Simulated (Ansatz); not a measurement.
A made-up structure of Si2H3ClO, closed shell:

| atom | x (Å) | y (Å) | z (Å) |
| --- | --- | --- | --- |
| O1 | -1.1425 | 1.3587 | -0.4945 |
| Si2 | -0.3931 | -0.0524 | -0.2069 |
| Si3 | 1.7640 | -0.2973 | 0.3429 |
| Cl4 | 3.8910 | -0.3944 | 0.4021 |
| H5 | -1.9442 | 1.3679 | -1.0242 |
| H6 | 1.7081 | 0.7231 | 1.4512 |
| H7 | 1.4949 | -1.5868 | 1.0768 |

It is relaxed with PBE-D4/def2-SVP and then PBE0-D4/def2-TZVP (Ansatz 0.2.0). Atoms count as bonded within 1.22 times the sum of their covalent radii (H–H: 0.88 Å). The end point is not checked to be a true minimum.

(1) Does its bonding change? (Judge from chemistry; the calculation decides.)

## Answers

(1) By the calculation: No: no bond forms or breaks.

Where it ends: The first stage lowers the energy by 1.31 eV in 21 steps. It ends as Si₂H₃ClO ([OH][Si][SiH2][Cl]):
```json
{"atom": "O1", "x (Å)": "-0.4783", "y (Å)": "1.0240", "z (Å)": "-1.0281"}
{"atom": "Si2", "x (Å)": "-0.8137", "y (Å)": "0.1862", "z (Å)": "0.3594"}
{"atom": "Si3", "x (Å)": "1.4994", "y (Å)": "-0.3172", "z (Å)": "0.9056"}
{"atom": "Cl4", "x (Å)": "2.8841", "y (Å)": "0.4214", "z (Å)": "-0.4383"}
{"atom": "H5", "x (Å)": "-1.2494", "y (Å)": "1.3655", "z (Å)": "-1.4902"}
{"atom": "H6", "x (Å)": "1.8397", "y (Å)": "0.2326", "z (Å)": "2.2502"}
{"atom": "H7", "x (Å)": "1.6964", "y (Å)": "-1.7937", "z (Å)": "0.9889"}
```

Labels in which every atom is bracketed show which atoms are joined, not bond orders.

For scale, one of the runs: PBE0-D4/def2-TZVP relaxation, 160 basis functions, launched by `ansatz run in.yaml --threads 2 --pin off --events-out ev --progress --plain --max-ram 4352MiB`. Hardware: 2 CPU threads of an Arm Neoverse V1, shared host. Wall time about 68 s.
